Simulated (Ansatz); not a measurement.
Program: Ansatz. Geometries: PBE0-D4/def2-TZVP. ΔE: electronic, gas phase. CBS: MP2 limit from def2 TZ/QZ plus the TZ coupled-cluster correction, frozen cores. Functionals use def2-TZVPP. B3LYP here is the variant with VWN-RPA as its local correlation; programs differ in this. One conformer a species, not always the lowest.

Reaction (redistribution): `N[SiH](O)[SiH3]` + `N[Si](F)([SiH3])Cl` → `O[SiH](F)[SiH3]` + `N[Si](N)([SiH3])Cl`

```
             level  ΔE (kJ/mol)
         revPBE-D4         -7.8
          B3LYP-D4         -7.3
        r2SCANh-D4         -7.4
           ωB97X-V         -6.9
              BLYP         -5.9
  CCSD(T)/def2-SVP         -7.1
SCS-MP2/def2-QZVPP         -8.9
     MP2/CBS(def2)         -9.3
```

Problem. What does CCSD(T)/CBS give? (Estimate.)

Solution. Ansatz gave: -8.4 kJ/mol. The listed levels differ from it by 0.6, 1.1, 1.0, 1.5, 2.5, 1.3, -0.5, -0.9 kJ/mol.

Largest T1 diagnostic among the species: 0.013.

Leaving LDA and LC-ωPBE aside and taking each functional with its dispersion term where it has one, the values, not all of them listed here, spread over 1.1 kJ/mol, from B97M-V to CAM-B3LYP-D4.

CCSD(T)/CBS has its own doubt, a few kJ/mol and more with outer-core shells, so smaller differences from it don't rank the levels.
